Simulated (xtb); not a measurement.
F3OSi, SMILES F[Si]([O])(F)F (connectivity only; charge and spin as stated), charge -1, multiplicity 1. All values are semi-empirical tight-binding results from xtb (GFN2-xTB unless named), good for trends rather than for accurate numbers. The structure is a stationary point at GFN2-xTB. The multiplicity is an assumed one; other spin states were not compared. The isomer is the one that the SMILES or the coordinates give; other isomers of the formula were not compared.

Task: Estimate the properties. (Estimate from the structure and the level; the computed values follow.)

Result: 
The point group as xtb finds it comes out as C3v and the orbital gap comes out as 9.64 eV. The zero-point energy is 7.1 kcal/mol. The G − E(el) at 298.15 K (modified RRHO) comes out as -10.5 kcal/mol. The static polarisability (D4 model) is 47.8 bohr³, the solvation energy, GFN2-xTB/ALPB(water) comes out as -55.9 kcal/mol and the solvation energy, GFN2-xTB/ALPB(ch2cl2) is -51.3 kcal/mol.
